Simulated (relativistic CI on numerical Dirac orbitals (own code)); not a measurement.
Hyperfine structure of Cd I, mass number 113

Calculated at this level of theory: Dirac-Coulomb-Breit CI, separate exchange-only KLI orbitals for each configuration, QED by a radiative potential, valence Slater integrals scaled by 0.85, P86 correlation energy added to each configuration (own radial code, finite nucleus).

Configurations in the expansion (outside the closed core [Kr] 4d10): 5s2, 5s 5p, 5s 6s, 5s 5d, 5p2, 5s 7s, 5s 6p, 5s 7p, 5s 4f, 5s 6d, 5s 5g, 5s 5f, 5s 7d, 5s 6g, 5d2. Levels of other configurations are missing.

Nuclear spin I = 1/2, μ = -0.6213 μN (tables of Stone and Pyykkö). The electronic factors are computed for point nuclear moments, without core polarisation; leaving it out makes A of s and p electrons in near-neutral atoms 20 to 40 % too small, and it can dominate for d and f shells.

```tsv
Level	E (cm⁻¹)	A (MHz)
5s 5p 3P°_1	26006.7	-4126
5s 5p 3P°_2	27003.5	-3490
5s 5p 1P°_1	41637.2	-38.25
5s 6s 3S_1	46465.7	-7977
5s 6p 3P°_1	53407.8	-4158
5s 6p 3P°_2	53526.3	-3732
5s 5d 1D_2	53626.6	83.87
5s 5d 3D_1	54190.6	3757
```

Levels with J = 0, under 50 % of one LS term, or S terms without an open s electron are left out. Small factors come from cancelling terms and can be off by tens of per cent or more.

For a near-neutral ion this model can misplace configurations by up to about 10,000 cm⁻¹ (more where the count of f electrons changes) and terms by 10 to 25 % of their spread. Rates follow the energies as ν³ (E1, M1) or ν⁵ (E2), so they and the lifetimes can be off by large factors. The fine structure of a lone outer electron comes out too small, for d and f at times inverted, and misplaced configurations move strength between like terms. 10 of the 10 excited levels that our extract of the measured tables holds in this range could be paired (the sources list more); they are missed by 4761 cm⁻¹ on average and 5593 at most, and levels without a partner can miss by more.

Problem. Give the hyperfine levels of 5s 5p 3P°_1 relative to its centre of gravity.

Solution. With K = F(F + 1) − I(I + 1) − J(J + 1), E = AK/2: F = 1/2: 4126, F = 3/2: -2063 MHz.
